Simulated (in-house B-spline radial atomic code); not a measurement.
Ionisation energies along the 42-electron series, configuration [Kr] 4d6, as differences of self-consistent energies. NIST's values go from ground level to ground level; the uncertainty of those that are theory runs from under 0.1 % in few-electron ions to several per cent in heavy many-electron ones. Computed with a radial B-spline atomic code at the basis-set limit: non-relativistic Hartree-Fock, average of the configuration, point nuclei.

This level leaves out relativity, spin-orbit splitting included, which matters for heavy ions.

```tsv
ion	configuration after	ionisation energy (eV)	IE/(q+1)² (eV)	-ε less Coulomb ΔSCF (eV)	tabulated value (eV)	tabulated kind	computed minus tabulated (eV)
Ru2+	[Kr] 4d5	29.34	3.2604	1.3376	28.47	semi-empirical	0.87
Rh3+	[Kr] 4d5	?	?	?	?	tabulated theory	?
Pd4+	[Kr] 4d5	64.75	2.5902	1.2454	61	tabulated theory	3.75
Ag5+	[Kr] 4d5	85.67	2.3798	1.2269	82	tabulated theory	3.67
Cd6+	[Kr] 4d5	108.60	2.2164	1.2163	105	tabulated theory	3.60
In7+	[Kr] 4d5	133.49	2.0857	1.2105	130.1	tabulated theory	3.39
Sn8+	[Kr] 4d5	?	?	?	?	tabulated theory	?
Sb9+	[Kr] 4d5	188.95	1.8895	1.2069	185	tabulated theory	3.95
```

Question: Fill in the row of Rh3+.

Answer: ionisation energy (eV): 45.93; IE/(q+1)² (eV): 2.8708; -ε less Coulomb ΔSCF (eV): 1.2777; tabulated value (eV): 42; computed minus tabulated (eV): 3.93.

Question: Fill in the row of Sn8+.

Answer: ionisation energy (eV): 160.28; IE/(q+1)² (eV): 1.9788; -ε less Coulomb ΔSCF (eV): 1.2077; tabulated value (eV): 156; computed minus tabulated (eV): 4.28.
